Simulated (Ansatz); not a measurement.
Consider the ligand exchange at the In–C bond: `[SiH3]O[CH](S)[InH2]` + CH₃NH₂ → `C[NH][InH2]` + `[SiH3]OCS`.

Isolated molecules relaxed with PBE0-D4/def2-TZVP in Ansatz; ΔE leaves out vibrations. CCSD(T)/CBS is the MP2 limit (def2-TZVPP, def2-QZVPP) plus CCSD(T) − MP2 in def2-TZVPP, frozen cores. Functionals use def2-TZVPP. B3LYP here is the variant with VWN-RPA as its local correlation; programs differ in this. Elements past krypton have def2 core potentials. For In outer-core shells are correlated without core-valence functions, which leaves a few kJ/mol of doubt a bond. One conformer a species, not always the lowest.

(1) Is it downhill or uphill in electronic energy at CCSD(T)/CBS, and by how much? (Best estimate.)

(2) What do these levels give: B3LYP-D4, ωB97X-V, MP2/def2-TZVPP, CCSD(T)/def2-TZVPP, MP2/def2-QZVPP, HF/CBS(def2)? (Best estimate.)

Largest T1 diagnostic among the species: 0.016.

## Answers

(1) Ansatz gave: Downhill: ΔE = -35.6 kJ/mol.

(2) Computed: B3LYP-D4 -35.8, ωB97X-V -39.1, MP2/def2-TZVPP -36.1, CCSD(T)/def2-TZVPP -37.6, MP2/def2-QZVPP -35.5, HF/CBS(def2) -55.9 kJ/mol.

The D4 term adds +8.2 kJ/mol with B3LYP and +4.4 kJ/mol with PBE0; it sums over pairs of atoms, weighted by their polarisabilities, and B3LYP, whose exchange is more repulsive, gets the larger term. In def2-TZVPP, CCSD(T) changes the Hartree–Fock value by +16.8 kJ/mol (the triples alone add +3.2 kJ/mol) and MP2 by +18.2 kJ/mol.
